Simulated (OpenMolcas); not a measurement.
## Mo3+: moving the ligands

Mo3+ with 6 ligands (fluoride) in octahedral coordination (Oh) at 2 Å. A charge of +0.5 e stands 2.4 Å behind each ligand. Ligand basis ANO-RCC-VDZP.
```
Mo    0.0000    0.0000    0.0000
F     2.0000    0.0000    0.0000
F     0.0000    2.0000    0.0000
F    -2.0000    0.0000    0.0000
F     0.0000   -2.0000    0.0000
F     0.0000    0.0000    2.0000
F     0.0000    0.0000   -2.0000
```

```yaml
Program: OpenMolcas 26.06
Method: "SS-CASPT2, IPEA 0.25 Eh, imaginary shift 0.1 Eh (closed shells correlated: 4s 4p and the ligand valence shells)"
Basis: ANO-RCC-VDZP [6s5p3d1f]
Scalar_Hamiltonian: DKH2, point nucleus
Active_space: 3 electrons in 5 orbitals (4d)
State_averaging: 2S+1 = 4 even, 10 roots; 2S+1 = 2 even, 40 roots
Spin-orbit_coupling: RASSI with atomic mean-field integrals over the reference wave functions
```

Runs around this geometry, states (labels of O, the rotations of Oh). Energies in cm-1 above the lowest state or level, χT in cm3 K/mol; 10Dq and B are least-squares fits to the states below 45000 cm-1, weighted by degeneracy, with a free offset, and given where the rms deviation is under 5 % of |10Dq| (or 100 cm-1) and under 700 cm-1.

```tsv
R (Å)	Ground state	First state of that spin	10Dq	B (rms of fit)	First gap with spin-orbit (degeneracies)	χT at 300 K	First state of another spin
1.89	4A2	4T2 33410	32820	557 (225)	11730 (4, 4)	1.798	2E 11820
2	4A2	4T2 26190	25753	557 (208)	11810 (4, 4)	1.770	2E 11860
2.07	4A2	4T2 22380	22048	561 (188)	11790 (4, 4)	1.749	2E 11860
```

Taking |10Dq| as R^-n, n = -ln(22048 / 32820) / ln(2.07 / 1.89) = 4.4 between the shortest and longest distance. The point-charge formula for a cubic d site gives n = 5.

Roots that are degenerate in the reference are averaged as groups; the widest CASPT2 spread within a group is 960 cm-1 (the 3-fold group of multiplicity 2 near 77700 cm-1 above the lowest state of its run, R = 1.89). Shifts and gaps below about the spread of the groups concerned are not significant. Over all roots computed the reference weight is 0.71 to 0.72 in R = 1.89, 0.71 in R = 2, 0.70 to 0.71 in R = 2.07; a low but even weight reflects the number of correlated electrons. Ligand-to-metal charge-transfer states are missing. With no ligand orbital active B as a rule stays too high, so bands that hang on it stand too high and its fall with covalency is understated. With one d shell and no ligand orbital active, 10Dq can be off by a tenth or more. The least metal-like active orbital is 79 % on the metal (Löwdin) and no ligand orbital is active, so the numbers are rough (holds for R = 1.89). The least metal-like active orbital is 83 % on the metal (Löwdin) and no ligand orbital is active, so the numbers are rough (holds for R = 2). The least metal-like active orbital is 85 % on the metal (Löwdin) and no ligand orbital is active, so the numbers are rough (holds for R = 2.07). No measured value stands beside these numbers; the geometry is a model, was not optimised and need not be the one that this ion takes.
